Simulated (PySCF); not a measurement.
As$_{2}$, triplet, geometry from GFN2-xTB (a higher spin typed on purpose: for a closed-shell molecule this is an excited state). Base run: DF-B3LYP/STO-3G (PySCF).

Here is a job for PySCF.
```python
from pyscf import gto, scf, dft

mol = gto.M(
    atom='''
As   -0.00000000   -0.00000000   -1.12716632
As    0.00000000    0.00000000    1.12716632
''',
    basis='sto-3g',
    spin=2,
    verbose=4,
)

mf = dft.UKS(mol)
mf.xc = 'b3lyp'
mf = mf.density_fit(auxbasis='def2-universal-jkfit')
mf.kernel()
mf.analyze()
```

The base run was repeated with changes; each row names its change, and settings that it needs were set with it.

```
change               basis functions       E (Eh)  HOMO (eV)
-------------------  ---------------  -----------  ---------
base                              36  -4421.05786      -1.84
basis = 6-31G                    [?]          [?]        [?]
basis = 6-31G*                    64  -4471.19576      -5.22
basis = def2-SV(P)                64  -4471.22100      -5.11
basis = def2-SVP                  64  -4471.22100      -5.11
basis = 6-31G**                   64  -4471.19576      -5.22
basis = aug-pcseg-1              [?]          [?]        [?]
basis = def2-SVPD                 76  -4471.22338      -5.16
basis = 6-311G**                  88  -4471.70159      -5.22
basis = def2-TZVP                [?]          [?]        [?]
basis = def2-TZVPD               108  -4471.77643      -5.24
basis = aug-cc-pVTZ              [?]          [?]        [?]
basis = def2-QZVP                150  -4471.87474      -5.27
```

Question: Some entries are withheld; supply them.

Answer: 
- basis = 6-31G, basis functions: 54
- basis = 6-31G, E (Eh): -4471.04081
- basis = 6-31G, HOMO (eV): -5.26
- basis = aug-pcseg-1, basis functions: 72
- basis = aug-pcseg-1, E (Eh): -4471.28204
- basis = aug-pcseg-1, HOMO (eV): -5.33
- basis = def2-TZVP, basis functions: 96
- basis = def2-TZVP, E (Eh): -4471.77507
- basis = def2-TZVP, HOMO (eV): -5.18
- basis = aug-cc-pVTZ, basis functions: 118
- basis = aug-cc-pVTZ, E (Eh): -4471.86034
- basis = aug-cc-pVTZ, HOMO (eV): -5.29

Totals compare only among sets that treat the same electrons; sets with core potentials leave the core out.

Open shells are given as the SCF converged; they aren't shown to be the lowest states, and a large step between rows can be another state.
